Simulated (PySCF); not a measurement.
C4H12AlClSi, SMILES [CH3][Al]([CH3])[CH2]C[SiH2]Cl, GFN2-xTB optimised geometry.

```
19

Si     0.28    -0.05     0.00
Cl     2.31    -0.05     0.00
C     -0.36    -0.95    -1.54
C     -1.91    -0.95    -1.61
Al    -2.52    -2.00    -3.22
C     -4.39    -1.78    -3.88
C     -1.24    -3.25    -4.09
H     -0.16    -0.72     1.22
H     -0.15     1.35     0.00
H     -0.01    -1.99    -1.54
H      0.04    -0.50    -2.45
H     -2.26     0.09    -1.64
H     -2.31    -1.35    -0.67
H     -5.01    -1.22    -3.18
H     -4.88    -2.74    -4.04
H     -4.44    -1.25    -4.83
H     -0.30    -2.78    -4.39
H     -0.96    -4.10    -3.45
H     -1.68    -3.68    -5.00
```

Density from B3LYP/def2-SVP (PySCF 2.14.0) at that geometry.

Minimum of the electron density along straight lines between bonded atoms, close to the bond critical point (lines longer than 1.1 times the sum of covalent radii, or with two minima, are not listed):

| bond | length / Å | ρ at the minimum / e bohr⁻³ | ∇²ρ there / e bohr⁻⁵ | position (fraction from the first atom) |
|---|---|---|---|---|
| Si1–Cl2 | 2.027 | ? | 0.32 | 0.37 |
| Si1–C3 | 1.898 | 0.116 | 0.29 | 0.38 |
| C3–C4 | 1.544 | ? | ? | 0.51 |
| C4–Al5 | 2.014 | 0.077 | 0.29 | 0.61 |
| Al5–C6 | 1.992 | 0.078 | 0.31 | 0.40 |
| Al5–C7 | 1.994 | 0.078 | 0.30 | 0.40 |
| Si1–H8 | 1.463 | 0.119 | 0.33 | 0.49 |
| Si1–H9 | 1.463 | 0.119 | 0.33 | 0.49 |
| C3–H10 | 1.095 | 0.271 | -0.95 | 0.62 |
| C3–H11 | 1.094 | 0.271 | -0.95 | 0.62 |
| C4–H12 | 1.099 | 0.266 | -0.91 | 0.62 |
| C4–H13 | 1.099 | 0.265 | -0.90 | 0.62 |
| C6–H14 | 1.096 | 0.265 | -0.92 | 0.62 |
| C6–H15 | 1.095 | 0.264 | -0.91 | 0.62 |
| C6–H16 | 1.095 | 0.264 | -0.90 | 0.62 |
| C7–H17 | 1.095 | 0.265 | -0.91 | 0.62 |
| C7–H18 | 1.096 | 0.264 | -0.90 | 0.62 |
| C7–H19 | 1.096 | 0.265 | -0.92 | 0.62 |

Fill in the missing entries.


- Si1–Cl2, ρ at the minimum / e bohr⁻³: 0.095
- C3–C4, ρ at the minimum / e bohr⁻³: 0.229
- C3–C4, ∇²ρ there / e bohr⁻⁵: -0.48
